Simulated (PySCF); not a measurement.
Two species compared at the same levels of theory.

First species: C6H14OSSi.
InChI=1S/C6H14OSSi/c1-5-6(2,3)7-9-8-4/h5H,1,9H2,2-4H3

Second species: C6H14OSSi.
Geometry (GFN2-xTB, Å), atoms numbered from 1 in this order:
```xyz
23
C6H14OSSi angstrom
C     -3.0862    1.0363    0.2131
C     -1.7226    0.5673   -0.2778
C     -1.2201   -0.6354    0.5186
C      0.1592   -1.0826    0.0561
C      0.7614   -2.2771    0.8009
S      2.4044   -1.4835    0.9341
C      1.3089   -0.1085    0.3510
O      1.7391    0.6006   -0.7248
Si     3.1109    1.4534   -0.9462
H     -3.8208    0.2397    0.1160
H     -3.0361    1.3307    1.2591
H     -3.4278    1.8900   -0.3666
H     -1.7874    0.2957   -1.3336
H     -1.0005    1.3819   -0.1932
H     -1.9165   -1.4701    0.4035
H     -1.1796   -0.3798    1.5810
H      0.1479   -1.2681   -1.0217
H      0.3374   -2.4294    1.7920
H      0.7924   -3.2177    0.2574
H      1.1178    0.5488    1.2087
H      4.2808    0.5891   -0.8163
H      2.8352    1.9126   -2.2973
H      3.1976    2.5328    0.0418
```

Levels: PBE0/pcSseg-1 for dipole moment, HOMO energy, LUMO energy and HOMO–LUMO gap; GFN2-xTB for rotational constant A and rotational constant C. Geometries: GFN2-xTB. Each structure is a single optimised conformer of the isolated species, non-relativistic unless stated. Electronic properties by PySCF.

The conformers computed, where there is a choice (atom-mapped SMILES and torsion angles):
- `[CH2:1]=[CH:2][C:3]([CH3:4])([CH3:5])[O:6][SiH2:7][S:8][CH3:9]`: C1–C2–C3–C4 17°, C2–C3–O6–Si7 128°, C3–O6–Si7–S8 -62°, O6–Si7–S8–C9 -169°
- `[CH3:1][CH2:2][CH2:3][C@@H:4]1[CH2:5][S:6][C@H:7]1[O:8][SiH3:9]`: C1–C2–C3–C4 -178°, C2–C3–C4–C5 179°, S6–C7–O8–Si9 -58°

```json
{"property": "dipole moment", "column X": "1.54 D", "column Y": "1.28 D"}
{"property": "HOMO energy", "column X": "-6.44 eV", "column Y": "-6.70 eV"}
{"property": "LUMO energy", "column X": "-0.10 eV", "column Y": "0.07 eV"}
{"property": "HOMO–LUMO gap", "column X": "6.34 eV", "column Y": "6.77 eV"}
{"property": "rotational constant A", "column X": "1.419 GHz", "column Y": "2.465 GHz"}
{"property": "rotational constant C", "column X": "0.509 GHz", "column Y": "0.542 GHz"}
```

Question: Which column belongs to which species?

Answer: Column X is the second species and column Y the first. The first has 23 atoms and 88 electrons, the second 23 and 88.

Question: How does each property change from the first species to the second?

Answer: dipole moment +0.26 D; HOMO energy +0.26 eV; LUMO energy -0.17 eV; HOMO–LUMO gap -0.43 eV; rotational constant A -1.046 GHz; rotational constant C -0.033 GHz.

On the first: The dipole matches unit charges of opposite sign 0.27 Å apart (1 e·Å = 4.8032 D). A dipole of 1.28 D is allowed in C1, and pure rotational transitions are dipole-allowed. GFN2-xTB frequencies show an imaginary mode (23i cm⁻¹), so this geometry is no minimum at that level.

On the second: The dipole matches unit charges of opposite sign 0.32 Å apart (1 e·Å = 4.8032 D).
